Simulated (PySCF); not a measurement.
PySCF input for hydrogen bromide cation (BrH), SMILES Br (connectivity only; charge and spin as stated), charge +1, multiplicity 2, TDA-PBE/def2-TZVPD. The structure is a stationary point at B3LYP-D3(BJ)/def2-TZVPD. The multiplicity is an assumed one; other spin states were not compared.

```python
import numpy as np
from pyscf import gto, scf, dft, tdscf

mol = gto.M(
    atom='''
    Br    0.00000000    0.00000000   -0.04054960
    H     0.00000000    0.00000000    1.41923587
    ''',
    basis='def2-TZVPD',
    charge=1,
    spin=1,
    max_memory=1600,
    verbose=4,
)
mf = dft.UKS(mol, xc='pbe').density_fit(auxbasis='def2-universal-jkfit')
mf.grids.level = 3
mf.conv_tol = 1e-9
mf.max_cycle = 100
mf.kernel()
fine, coarse = mf.grids, dft.Grids(mol).set(level=1).build(with_non0tab=True)
for _ in range(3):  # follow internal instabilities
    mf.grids = coarse
    mo, _, stable, _ = mf.stability(return_status=True, nroots=4)
    mf.grids = fine
    if stable:
        break
    mf.kernel(mf.make_rdm1(mo, mf.mo_occ))
mf.grids = dft.Grids(mol).set(level=1).build(with_non0tab=True)  # coarser grid for the response kernel
td = tdscf.TDA(mf)
td.nstates = 10
td.conv_tol = 1e-4
td.positive_eig_threshold = 1e-6
td.kernel(x0=td.get_init_guess(mf, 15))
td.analyze()
```

Program output:

```
PySCF version 2.14.0

[INPUT] verbose = 4
[INPUT] num. atoms = 2
[INPUT] num. electrons = 35
[INPUT] charge = 1
[INPUT] spin (= nelec alpha-beta = 2S) = 1
[INPUT] symmetry False subgroup None
[INPUT] Mole.unit = angstrom
[INPUT] Symbol           X                Y                Z      unit          X                Y                Z       unit  Magmom
[INPUT]  1 Br     0.000000000000   0.000000000000  -0.040549600000 AA    0.000000000000   0.000000000000  -0.076627638461 Bohr   0.0
[INPUT]  2 H      0.000000000000   0.000000000000   1.419235870000 AA    0.000000000000   0.000000000000   2.681967100459 Bohr   0.0

nuclear repulsion = 12.6876193542329
number of shells = 24
number of NR pGTOs = 123
number of NR cGTOs = 66
basis = def2-TZVPD
ecp = {}


[settings echo left out]
init E= -2573.2830244735
  alpha nocc = 18  HOMO = -0.297758727840377  LUMO = -0.0538765194148727

WARN: beta  nocc = 17  HOMO -0.29775872784038 >= LUMO -0.297758727840378


WARN: HOMO -0.297758727840377 >= LUMO -0.297758727840378

cycle= 1 E= -2573.89837096224  delta_E= -0.615  |g|= 0.387  |ddm|= 0.924
  alpha nocc = 18  HOMO = -0.676432984283027  LUMO = -0.377405611112359

WARN: beta  nocc = 17  HOMO -0.661514412532479 >= LUMO -0.660793343624589


WARN: HOMO -0.661514412532479 >= LUMO -0.660793343624589

cycle= 2 E= -2573.90244748098  delta_E= -0.00408  |g|= 0.411  |ddm|= 1.07
  alpha nocc = 18  HOMO = -0.643671676827255  LUMO = -0.34426625687341
  beta  nocc = 17  HOMO = -0.604290578051432  LUMO = -0.59999772504506
  HOMO = -0.604290578051  LUMO = -0.599997725045  gap/eV = 0.11681
cycle= 3 E= -2573.93644654271  delta_E= -0.034  |g|= 0.0675  |ddm|= 1.01
  alpha nocc = 18  HOMO = -0.621699922832937  LUMO = -0.334814899451883
  beta  nocc = 17  HOMO = -0.594178717360547  LUMO = -0.592480587413945
  HOMO = -0.594178717361  LUMO = -0.592480587414  gap/eV = 0.04621
cycle= 4 E= -2573.93873176701  delta_E= -0.00229  |g|= 0.0263  |ddm|= 0.0436
  alpha nocc = 18  HOMO = -0.610869463391108  LUMO = -0.33404719857579
  beta  nocc = 17  HOMO = -0.593408514580941  LUMO = -0.586258548332981
  HOMO = -0.593408514581  LUMO = -0.586258548333  gap/eV = 0.19456
cycle= 5 E= -2573.93902253061  delta_E= -0.000291  |g|= 0.0144  |ddm|= 0.0252
  alpha nocc = 18  HOMO = -0.610255454325362  LUMO = -0.332928589785998
  beta  nocc = 17  HOMO = -0.594795367793513  LUMO = -0.586239049837137
  HOMO = -0.594795367794  LUMO = -0.586239049837  gap/eV = 0.23283
cycle= 6 E= -2573.93915531282  delta_E= -0.000133  |g|= 0.00248  |ddm|= 0.0133
  alpha nocc = 18  HOMO = -0.609409316762108  LUMO = -0.333217897762708
  beta  nocc = 17  HOMO = -0.594832139355523  LUMO = -0.585909857000243
  HOMO = -0.594832139356  LUMO = -0.585909857  gap/eV = 0.24279
cycle= 7 E= -2573.9391593663  delta_E= -4.05e-06  |g|= 0.000223  |ddm|= 0.00256
  alpha nocc = 18  HOMO = -0.60945616224231  LUMO = -0.333153196164751
  beta  nocc = 17  HOMO = -0.594822219520327  LUMO = -0.585910336658104
  HOMO = -0.59482221952  LUMO = -0.585910336658  gap/eV = 0.24250
cycle= 8 E= -2573.9391594009  delta_E= -3.46e-08  |g|= 2.37e-05  |ddm|= 0.000249
  alpha nocc = 18  HOMO = -0.609449725955836  LUMO = -0.33315183636368
  beta  nocc = 17  HOMO = -0.594811910429678  LUMO = -0.585901896640975
  HOMO = -0.59481191043  LUMO = -0.585901896641  gap/eV = 0.24245
cycle= 9 E= -2573.93915940131  delta_E= -4.05e-10  |g|= 8.4e-06  |ddm|= 3.9e-05
  alpha nocc = 18  HOMO = -0.60945371932261  LUMO = -0.333154432314005
  beta  nocc = 17  HOMO = -0.594816502468215  LUMO = -0.585906689063551
  HOMO = -0.594816502468  LUMO = -0.585906689064  gap/eV = 0.24245
Extra cycle  E= -2573.93915940133  delta_E= -2.59e-11  |g|= 8.41e-06  |ddm|= 1.83e-05
converged SCF energy = -2573.93915940133  <S^2> = 0.75261966  2S+1 = 2.0026179
tot grids = 9808
uhf_internal: lowest eigs of H = [-1.84648796e-06  2.64649218e-01  4.63447627e-01  5.75527939e-01]
<class 'pyscf.df.df_jk.DFUKS'> wavefunction is stable in the internal stability analysis
tot grids = 9808
Overwritten attributes  positive_eig_threshold  of <class 'pyscf.tdscf.uks.TDA'>


******** <class 'pyscf.tdscf.uks.TDA'> for <class 'pyscf.df.df_jk.DFUKS'> ********
nstates = 10
deg_eia_thresh = 1.000e-03
wfnsym = None
conv_tol = 0.0001
eigh lindep = 1e-12
eigh level_shift = 0
eigh max_cycle = 100


Excitation energies (eV)
[ 0.18237922  3.78107862  6.78564396  7.58754143  8.63196149  9.26484224
 10.98030336 11.38869601 11.79323348 11.97328421]

** Excitation energies and oscillator strengths **
Excited State   1:      0.18238 eV   6798.15 nm  f=0.0000
      17b ->   18b     -0.99914
Excited State   2:      3.78108 eV    327.91 nm  f=0.0015
      16b ->   18b     -0.99744
Excited State   3:      6.78564 eV    182.72 nm  f=0.0000
      18a ->   19a      0.62237
      17b ->   19b     -0.78089
Excited State   4:      7.58754 eV    163.40 nm  f=0.0001
      18a ->   19a      0.77983
      17b ->   19b      0.61971
Excited State   5:      8.63196 eV    143.63 nm  f=0.0001
      17a ->   19a     -0.99169
      15b ->   18b     -0.10999
Excited State   6:      9.26484 eV    133.82 nm  f=0.0001
      16a ->   19a      0.69602
      16b ->   19b     -0.71226
Excited State   7:     10.98030 eV    112.92 nm  f=0.0050
      18a ->   20a     -0.60295
      18a ->   25a     -0.10453
      17b ->   20b      0.78646
Excited State   8:     11.38870 eV    108.87 nm  f=0.1699
      18a ->   20a     -0.79448
      17b ->   20b     -0.59606
Excited State   9:     11.79323 eV    105.13 nm  f=0.0001
      18a ->   22a     -0.47905
      16b ->   19b     -0.11795
      17b ->   21b      0.85292
Excited State  10:     11.97328 eV    103.55 nm  f=0.0000
      18a ->   21a     -0.86670
      17b ->   22b      0.48765

** Transition electric dipole moments (AU) **
state          X           Y           Z        Dip. S.      Osc.
  1        -0.0000      0.0000      0.0000      0.0000      0.0000
  2        -0.0270      0.1225      0.0000      0.0157      0.0015
  3         0.0023      0.0005     -0.0000      0.0000      0.0000
  4         0.0248      0.0055     -0.0000      0.0006      0.0001
  5         0.0055     -0.0250     -0.0000      0.0007      0.0001
  6         0.0000      0.0000     -0.0211      0.0004      0.0001
  7         0.1329      0.0293      0.0000      0.0185      0.0050
  8        -0.7620     -0.1677      0.0000      0.6088      0.1699
  9         0.0000     -0.0000     -0.0207      0.0004      0.0001
 10         0.0000      0.0000      0.0000      0.0000      0.0000

** Transition velocity dipole moments (imaginary part, AU) **
state          X           Y           Z        Dip. S.      Osc.
  1         0.0000      0.0000      0.0000      0.0000      0.0000
  2         0.0061     -0.0278     -0.0000      0.0008      0.0039
  3        -0.0136     -0.0030      0.0000      0.0002      0.0005
  4         0.0704      0.0155     -0.0000      0.0052      0.0124
  5         0.0107     -0.0488      0.0000      0.0025      0.0052
  6         0.0000      0.0000     -0.0049      0.0000      0.0000
  7         0.0402      0.0088      0.0000      0.0017      0.0028
  8        -0.2833     -0.0624      0.0000      0.0841      0.1340
  9         0.0000     -0.0000     -0.0014      0.0000      0.0000
 10         0.0000     -0.0000      0.0000      0.0000      0.0000

** Transition magnetic dipole moments (imaginary part, AU) **
state          X           Y           Z
  1        -0.0000      0.0000      1.0026
  2        -0.9297     -0.2046      0.0000
  3        -0.0123      0.0560      0.0000
  4         0.0906     -0.4116     -0.0000
  5        -0.2901     -0.0639     -0.0000
  6        -0.0000     -0.0000      0.0000
  7        -0.0046      0.0209     -0.0000
  8         0.0236     -0.1073     -0.0000
  9        -0.0000     -0.0000      0.0000
 10         0.0000      0.0000      0.0040
```

The calculation finished and met its thresholds.

Cost: roughly 11 core-seconds.
